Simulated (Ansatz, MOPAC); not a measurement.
Species: dimethyl(silylmethoxy)silane, C3H12OSi2, charge 0, multiplicity 1. SMILES: C[SiH](C)OC[SiH3]
Coordinates optimised at B3LYP-D3(BJ)/def2-TZVP (Ansatz, an electronic-structure program):
```
O
C 1 1.4276
H 2 1.0970 1 110.78
H 2 1.0979 3 106.74 1 120.82
Si 1 1.6575 2 123.00 3 67.67
H 5 1.4900 1 108.34 2 55.84
C 5 1.8620 6 110.82 1 -116.24
H 7 1.0912 5 110.95 6 59.37
H 7 1.0920 8 108.08 5 -121.62
H 7 1.0924 8 108.11 9 -116.73
C 5 1.8707 6 108.38 1 120.47
H 11 1.0921 5 111.61 6 -58.54
H 11 1.0924 12 108.07 5 122.38
H 11 1.0929 12 107.46 13 116.29
Si 2 1.8912 3 110.12 4 119.45
H 15 1.4805 2 109.90 3 -178.07
H 15 1.4806 16 109.44 2 120.76
H 15 1.4848 16 109.26 17 119.53
```
Charge 0, spin multiplicity 1.

Wanted: enthalpy of formation at 298 K, in kcal/mol. Terms: UHF or UKS for open shells; six Cartesian d functions in 6-31G* and its kin unless marked 5d; no dispersion term unless named; non-relativistic; spin-orbit terms left out; LANL2DZ with its own core potentials from Na on; frozen cores in correlated levels. Basis-set limits of correlation are two-point, X^-3; Hartree-Fock from the larger set. First-principles rows: single points at B3LYP-D3(BJ) geometries (Ansatz), with unscaled harmonic terms from B3LYP/6-31G* (Ansatz) at its own minima, enthalpies of formation by atomisation with measured atoms. Semi-empirical rows: MOPAC heats of formation at their own minima for 298 K.

Coupled cluster (Ansatz) is a level with limits of its own, used here on species with T1 under 0.025 (0.045 for open shells) and stable references: CCSD(T)/CBS(cc-pV(T+d)Z,cc-pV(Q+d)Z).

Value to compare with, CCSD(T)/CBS(cc-pV(T+d)Z,cc-pV(Q+d)Z) (Ansatz): -82.0 kcal/mol.

```csv
level,program,enthalpy of formation at 298 K (kcal/mol),difference
MNDO,MOPAC,-108.8,-26.8
HF/3-21G,Ansatz,387.0,469.0
HF/6-31G*,Ansatz,316.5,398.5
PBE/STO-3G,Ansatz,-468.7,-386.7
B3LYP/STO-3G,Ansatz,-430.9,-348.9
B3LYP/LANL2DZ,Ansatz,-8.9,73.1
B3LYP/6-31G*,Ansatz,-55.7,26.3
PBE/def2-TZVPD,Ansatz,-77.8,4.2
PBE0/def2-TZVPD,Ansatz,-65.7,16.3
```

Among the 7 habitual levels, HF/3-21G lies farthest from CCSD(T)/CBS(cc-pV(T+d)Z,cc-pV(Q+d)Z) (Ansatz) (469.0 kcal/mol); 4 of 7 lie above it, and their mean absolute difference is 247.0 kcal/mol, the median 348.9. One case shows no general order.

The levels are drawn from those run, B3LYP/6-31G* more often than the rest, none by its result; left out are runs that failed, that the program found above a lower state of the same kind, or whose <S^2> lies over 0.5 above the pure value.
